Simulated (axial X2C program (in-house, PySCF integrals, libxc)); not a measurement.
# SnP⁻ at several levels of theory

Computed with an in-house relativistic program for diatomic molecules. Spin-free means the one-electron spin-free X2C Hamiltonian; two-component (2c) means X2C with spin–orbit coupling and atomic mean-field two-electron Coulomb and Gaunt terms, so the difference of the two also holds small scalar two-electron terms. Basis: Sn dyall-acv3z [12s13p10d5f1g], P dyall-av3z [9s8p3d2f] (cores contracted in-house); Gaussian nuclei, density fitting, unrestricted open shells. Masses: Sn 119.902 u, P 30.974 u.

State, spin-free: M_S = 0, Λ = 0 (closed shell); electrons by block: σα: 15, σβ: 15, π+α: 7, π+β: 7, π-α: 7, π-β: 7, δ+α: 2, δ+β: 2, δ-α: 2, δ-β: 2. Fragments: Sn- + P.

State, 2c: Ω = 0 (closed shell); electrons by block: 1/2: 22, -1/2: 22, 3/2: 9, -3/2: 9, 5/2: 2, -5/2: 2. Fragments: Sn- + P.

```
Hamiltonian    level  Re (Å)  ωe (cm⁻¹)  ωexe (cm⁻¹)  αe (cm⁻¹)  De (eV)  D0 (eV)  k (mdyn/Å)  μ (D)
  spin-free     PBE0   2.260      466.8         1.09   0.000454     3.92     3.89        3.16  -4.39
  spin-free       HF   2.238      507.0        0.987   0.000399    1.000    0.968        3.73  -4.85
  spin-free      MP2   2.323      407.5         1.57   0.000578     4.03     4.00        2.41    n/a
  spin-free     CCSD   2.286      454.3         1.12   0.000458     3.51     3.49        2.99    n/a
  spin-free  CCSD(T)   2.309      428.5         1.27   0.000504     3.88     3.86        2.66    n/a
  spin-free     BP86   2.294      431.4         1.15   0.000489     4.39     4.36         2.7  -4.21
         2c     PBE0   2.261      465.3          1.1   0.000456     3.90     3.87        3.14  -4.40
         2c     BP86   2.295      430.3         1.15   0.000491     4.37     4.34        2.68  -4.23
```

Correlated methods: 10 electrons correlated (number of frozen shells: Sn 4 s, 3 p, 2 d; P 2 s, 1 p), 292 virtual spin orbitals or spinors in MP2, 88 natural virtuals in coupled cluster.

Dipoles are positive if P is the positive end and refer to the centre of mass.

Occupations by symmetry block were frozen at the best pattern of an incomplete PBE0 search. Closed shells are restricted here (equal orbitals for both partners); the stretched side of such a curve lies too high. Dissociation energies refer to the lowest single-determinant-based atoms at the same level and basis. Coupled cluster ran in a truncated set of natural virtual spinors; the MP2 energy of the rest was added. (T) has no such correction and the atoms are truncated less, which lowers De at CCSD(T) by a hundredth of an eV or more. The functionals have no current-density term, which raises determinants with orbital currents, atoms included. The highest occupied level of some functionals is positive through self-interaction error; at Hartree–Fock it is bound. With the outer-core shells frozen, correlated bond lengths of heavy atoms tend to come out a few hundredths of an ångström too long. Hartree–Fock gets electron affinities wrong, so its lowest charge split need not be the true one.

No reliable constants came from CCSD (2c), CCSD(T) (2c), HF (2c), MP2 (2c): no minimum in range, unconverged points, a curve that is not smooth, a change of character along it, or the two Hamiltonians disagreeing along it.

Rough cost a point (2c) on 1 thread(s) of a shared host, integrals apart: PBE0 0.6 s, BP86 0.3 s.

The whole task took 2.3 min on 1 thread of Arm Neoverse V1 (shared host).
